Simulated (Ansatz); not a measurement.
`[CH3][Ga]([CH3])[TeH]` + H₂ → H₂Te + `[CH3][GaH][CH3]`  (hydrogenolysis of a Te–Ga bond)

Gas-phase electronic energies from Ansatz, PBE0-D4/def2-TZVP geometries. CCSD(T)/CBS is the MP2 limit (def2-TZVPP, def2-QZVPP) plus CCSD(T) − MP2 in def2-TZVPP, frozen cores. This one scheme is used for every species. Functionals use def2-TZVPP. B3LYP here is the variant with VWN-RPA as its local correlation; programs differ in this. def2 core potentials past Kr. For Ga, Te outer-core shells are correlated without core-valence functions, which leaves a few kJ/mol of doubt a bond. Scalar relativity is left out up to krypton.

| level | ΔE (kJ/mol) |
| --- | --- |
| PBE-D4 | 113.8 |
| B3LYP-D4 | 110.2 |
| r2SCANh-D4 | 113.7 |
| r2SCAN0-D4 | 113.3 |
| PBE-QIDH | 112.9 |
| revPBE | 104.4 |
| r2SCAN | 112.1 |
| SCS-MP2/def2-TZVPP | 112.5 |

Question: What does CCSD(T)/CBS give? (Best estimate.)

Answer: Computed: +116.4 kJ/mol. The listed levels differ from it by -2.6, -6.2, -2.7, -3.1, -3.5, -12.0, -4.3, -3.9 kJ/mol.

Largest T1 diagnostic among the species: 0.011.

At CCSD(T), def2-SVP lies −14.4 kJ/mol from the extrapolated value and def2-TZVPP −7.5 kJ/mol. In def2-TZVPP, CCSD(T) changes the Hartree–Fock value by +18.8 kJ/mol (the triples alone add +5.8 kJ/mol) and MP2 by +33.3 kJ/mol. The D4 term adds +11.7 kJ/mol with B3LYP and +6.6 kJ/mol with PBE0; it sums over pairs of atoms, weighted by their polarisabilities, and B3LYP, whose exchange is more repulsive, gets the larger term.
